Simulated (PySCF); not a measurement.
PySCF input (M06-2X/6-31G* with LANL2DZ past Ar (5d)):

```python
from pyscf import gto, dft

mol = gto.M(
    atom='''
    C    -2.87677800    0.63178800   -0.83436500
    C    -1.67250700    1.10125600   -0.52970000
    C    -0.39526300    0.47428700   -0.95887700
    Se    0.49259000   -0.36035000    0.61251800
    C     2.28161900   -0.51710700   -0.17997100
    H    -3.00019200   -0.25745700   -1.44200700
    H    -3.77880100    1.11890300   -0.48819200
    H    -1.58180000    1.98535000    0.09390300
    H    -0.55427300   -0.29370200   -1.71354000
    H     0.30737400    1.21741200   -1.33635100
    H     2.91934700   -0.97557100    0.57299300
    H     2.24930800   -1.15222800   -1.06244300
    H     2.66856000    0.46784600   -0.43251000
    ''',
    basis={'default': '6-31g*', 'Se': 'lanl2dz'},
    ecp={'Se': 'lanl2dz'},
    charge=0,
    spin=0,
    verbose=4,
)

mf = dft.RKS(mol, xc='m062x')
mf.grids.level = 4
mf.conv_tol = 1e-9
mf.max_cycle = 100
mf.max_memory = 1500
mf.kernel()
if not mf.converged:
    mf = mf.newton()
    mf.kernel(mf.make_rdm1())
mf.dip_moment()
```

From the output:

```
SCF conv_tol_grad = None
SCF max_cycles = 100
direct_scf = True
direct_scf_tol = 1e-13
XC library pyscf.dft.libxc version 7.1.2
    S. Lehtola, C. Steigemann, M. J. T. Oliveira, and M. A. L. Marques,  SoftwareX 7, 1–5 (2018)
XC functionals = m062x
    Y. Zhao and D. G. Truhlar,  Theor. Chem. Acc. 120, 215 (2008)
    Y. Zhao and D. G. Truhlar,  Theor. Chem. Acc. 120, 215 (2008)
radial grids:
    Treutler-Ahlrichs [JCP 102, 346 (1995); DOI:10.1063/1.469408] (M4) radial grids

becke partition: Becke, JCP 88, 2547 (1988); DOI:10.1063/1.454033
pruning grids: <function nwchem_prune>
grids dens level: 4
symmetrized grids: False
atomic radii adjust function: <function treutler_atomic_radii_adjust>
small_rho_cutoff = 0
Set gradient conv threshold to 3.16228e-05
Initial guess from minao.
tot grids = 270288
init E= -151.606529445706
  HOMO = -0.0319882051489611  LUMO = -0.0123086388295199  gap/eV = 0.53551
cycle= 1 E= -165.579796501967  delta_E=  -14  |g|= 1.28  |ddm|= 4.58
  HOMO = -0.135488460951954  LUMO = -0.117512330256863  gap/eV = 0.48916
cycle= 2 E= -163.936227116164  delta_E= 1.64  |g|= 2.06  |ddm|= 7.06
  HOMO = -0.263597957793799  LUMO = -0.0529186402695512  gap/eV = 5.73288
cycle= 3 E= -166.211756695073  delta_E= -2.28  |g|= 0.52  |ddm|= 6.72
  HOMO = -0.233925776607089  LUMO = 0.0240030967809322  gap/eV = 7.01860
cycle= 4 E= -166.290644470536  delta_E= -0.0789  |g|= 0.165  |ddm|= 0.671
  HOMO = -0.25048547200441  LUMO = 0.043680713706804  gap/eV = 8.00467
cycle= 5 E= -166.299461955053  delta_E= -0.00882  |g|= 0.0374  |ddm|= 0.193
  HOMO = -0.256911308024888  LUMO = 0.0397351358812674  gap/eV = 8.07216
cycle= 6 E= -166.299914256709  delta_E= -0.000452  |g|= 0.0174  |ddm|= 0.0517
  HOMO = -0.257744404680661  LUMO = 0.0394894200679801  gap/eV = 8.08814
cycle= 7 E= -166.300018007227  delta_E= -0.000104  |g|= 0.00703  |ddm|= 0.0235
  HOMO = -0.256990212973932  LUMO = 0.0400797186763633  gap/eV = 8.08368
cycle= 8 E= -166.300034076114  delta_E= -1.61e-05  |g|= 0.0013  |ddm|= 0.0101
  HOMO = -0.257104917009347  LUMO = 0.039947656060134  gap/eV = 8.08321
cycle= 9 E= -166.300034836129  delta_E= -7.6e-07  |g|= 0.000418  |ddm|= 0.00268
  HOMO = -0.257074431181984  LUMO = 0.0399399636057183  gap/eV = 8.08217
cycle= 10 E= -166.300034884915  delta_E= -4.88e-08  |g|= 0.000156  |ddm|= 0.000627
  HOMO = -0.257055103909162  LUMO = 0.0399409106687454  gap/eV = 8.08167
cycle= 11 E= -166.30003489233  delta_E= -7.42e-09  |g|= 4.5e-05  |ddm|= 0.000231
  HOMO = -0.257053703170401  LUMO = 0.0399382132315864  gap/eV = 8.08156
cycle= 12 E= -166.300034892992  delta_E= -6.61e-10  |g|= 5.75e-06  |ddm|= 8.68e-05
  HOMO = -0.257053702061446  LUMO = 0.0399394984988497  gap/eV = 8.08160
Extra cycle  E= -166.300034893003  delta_E= -1.16e-11  |g|= 4.96e-06  |ddm|= 1.78e-05
converged SCF energy = -166.300034893003
Dipole moment(X, Y, Z, Debye):  0.59311,  0.44807, -1.37674
```

The geometry given is a B3LYP-D3(BJ)/def2-TZVP minimum.
